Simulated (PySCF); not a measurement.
**Excitation energy of Pt⁺ by level of theory**

Pt⁺ [Xe] 4f14 5d9 (2D) → Pt⁺ [Xe] 4f14 5d8 6s1 (4F), as a difference of total energies. Computed with PySCF 2.14 in x2c-TZVPPall with one added diffuse shell each of s, p, d, f type (12s8p8d4f1g, 113 functions), with the spin-free X2C one-electron Hamiltonian (Gaussian nucleus). Correlated levels: valence: [Xe] 4f14 frozen. The calculations carry no spin-orbit coupling.

```
           method  excitation energy (cm⁻¹)
              UHF                    2376.8
    MP2 (valence)                    7312.7
SCS-MP2 (valence)                    8554.4
   CCSD (valence)                    6615.4
CCSD(T) (valence)                    7169.0
```

How much does correlation contribute at CCSD(T) (valence)?

7169.0 − (2376.8) = 4792.2 cm⁻¹, measured against UHF.

A first-order spin-orbit estimate (lowest level to lowest level, LS coupling) adds -0.315 eV.
